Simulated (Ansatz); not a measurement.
Mulliken charges of `FB(F)N[SiH3]` from B3LYP/def2-TZVPP in Ansatz (PBE0-D4/def2-TZVP geometry).

| atom | x (Å) | y (Å) | z (Å) | charge (e) |
| --- | --- | --- | --- | --- |
| F1 | 2.665 | -0.718 | 0.143 | -0.253 |
| B2 | 1.339 | -0.778 | 0.103 | 0.457 |
| F3 | 0.778 | -1.982 | 0.176 | -0.266 |
| N4 | 0.543 | 0.370 | -0.013 | -0.250 |
| Si5 | -1.200 | 0.426 | -0.076 | 0.351 |
| H6 | 1.037 | 1.248 | -0.061 | 0.149 |
| H7 | -1.565 | 1.853 | -0.249 | -0.070 |
| H8 | -1.712 | -0.370 | -1.218 | -0.058 |
| H9 | -1.797 | -0.095 | 1.178 | -0.059 |

By hand: the dipole of these point charges (1 e Å = 4.8032 D).

Σ q r = (-0.357, 0.494, -0.050) e Å, of length 0.612 e Å = 2.94 D.

How does the dipole of the full density compare? (Estimate.)

The calculation gave: (-0.161, 0.413, -0.037) e Å, 2.14 D; the point charges give 1.37 times that, at 15° from its direction.

Point charges leave out the atoms' own dipoles, such as those of lone pairs, and Mulliken's split depends on the basis, so the two needn't agree.

B3LYP here is the variant with VWN-RPA as its local correlation; programs differ in this.
